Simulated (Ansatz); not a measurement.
Energy needed to pull apart InHF2 (SMILES [F][InH][F]), singlet, into free ground-state atoms, from the structure below (displaced at random from a GFN2-xTB minimum); no zero-point or spin–orbit terms; open-shell atoms are treated unrestricted, in their ground-state multiplicity.

```json
{"atom": "F1", "x (Å)": "-1.7386", "y (Å)": "-0.7373", "z (Å)": "0.1906"}
{"atom": "In2", "x (Å)": "-0.0263", "y (Å)": "-0.0176", "z (Å)": "0.0208"}
{"atom": "F3", "x (Å)": "1.4369", "y (Å)": "-1.0492", "z (Å)": "0.7661"}
{"atom": "H4", "x (Å)": "0.3472", "y (Å)": "1.5209", "z (Å)": "-1.1239"}
```

Ansatz 0.2.0; basis: def2-TZVPP; cores frozen in the correlated methods. Filled d shells of the heavier atoms are correlated. Core potentials replace the inner electrons of the atoms past krypton. The def2 sets are not built for correlating such inner shells, so the correlated values are less sure here.

```json
{"method": "PBE-D4", "atomization energy (eV)": "?"}
{"method": "BLYP-D4", "atomization energy (eV)": "10.82"}
{"method": "r2SCAN-D4", "atomization energy (eV)": "?"}
{"method": "PBE0-D4", "atomization energy (eV)": "10.51"}
{"method": "HSE06-D4", "atomization energy (eV)": "10.51"}
{"method": "wB97M-V", "atomization energy (eV)": "10.81"}
{"method": "HF", "atomization energy (eV)": "7.07"}
{"method": "MP2", "atomization energy (eV)": "10.90"}
{"method": "CCSD", "atomization energy (eV)": "10.27"}
{"method": "CCSD(T)", "atomization energy (eV)": "10.54"}
```

(1) What does PBE-D4 give? (Judge from chemistry; the value comes from the calculation.)

(2) What does r2SCAN-D4 give? (To be estimated.)

The T1 diagnostic stays at or below 0.018.

Answers

(1) By the calculation: 11.06 eV, which is about 0.52 eV more than CCSD(T)/def2-TZVPP.

(2) Computed: 10.87 eV, which is about 0.33 eV more than CCSD(T)/def2-TZVPP.

In triple zeta the MP2 and coupled-cluster atomization energies are still short of their basis limit by a few kcal/mol a bond, whereas those of the functionals are nearly converged, so these differences are not deviations from converged CCSD(T).

For scale, one of the runs: CCSD(T)/def2-TZVPP forces, 126 basis functions (an equivalent command: `ansatz run in.yaml --threads 4`). Time: 42 s of wall clock on 4 CPU threads; the host was shared. Peak host memory: 1.2 GiB.
